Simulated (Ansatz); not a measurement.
AlF2H6NSi2 (`[F][Al]([F])[N]([SiH3])[SiH3]`). Total charge 0; spin multiplicity 1.

Z-matrix (Å, degrees):
```
Si
N 1 1.743
H 1 1.488 2 108.9
H 1 1.487 2 111.4 3 -119.3
H 1 1.484 2 109.4 3 119.9
Al 2 1.765 1 121.6 3 -141.9
Si 2 1.743 1 116.7 3 38.1
F 6 1.637 2 120.7 1 -7.9
F 6 1.637 2 120.9 1 172.2
H 7 1.487 2 111.4 1 -80.1
H 7 1.484 2 109.3 1 159.0
H 7 1.488 2 109.0 1 39.2
```

(1) What are the harmonic wavenumbers in cm⁻¹ at PBE0-D4/def2-TZVP (Ansatz, finite differences of forces, unscaled)? (An estimate is asked.)

(2) Is this a minimum?

(3) Give the ideal-gas thermochemistry at 298.15 K and 1 bar (rigid rotor, harmonic oscillator; point group C2, symmetry number 2).

(4) And at 400, 500, 600, 800 and 1000 K?

(5) Rotational constants (cm⁻¹)?

## Answers

(1) The calculation gave: 39, 42, 103, 110, 145, 151, 226, 239, 300, 465, 664, 682, 691, 731, 801, 918, 938, 940, 946, 957, 962, 984, 989, 1032, 2213, 2216, 2221, 2225, 2239, 2241.

(2) Yes, all 30 modes are real.

(3) Zero-point energy 163.9 kJ/mol; H(298) − E = 192.4 kJ/mol; entropy 415.9 J/(mol·K), of which translation 170.6, rotation 116.1, vibration 129.2; G(298) − E = 68.4 kJ/mol. Modes under 100 cm⁻¹ are hindered rotations or soft bends, so the harmonic entropy is rough.

(4) 
| T (K) | H − E (kJ/mol) | S (J/mol/K) | G − E (kJ/mol) |
| --- | --- | --- | --- |
| 400 | 208.3 | 461.5 | 23.7 |
| 500 | 226.1 | 501.2 | -24.5 |
| 600 | 245.7 | 536.8 | -76.4 |
| 800 | 288.7 | 598.5 | -190.1 |
| 1000 | 335.4 | 650.5 | -315.2 |

(5) 0.07382, 0.04769, 0.02966.
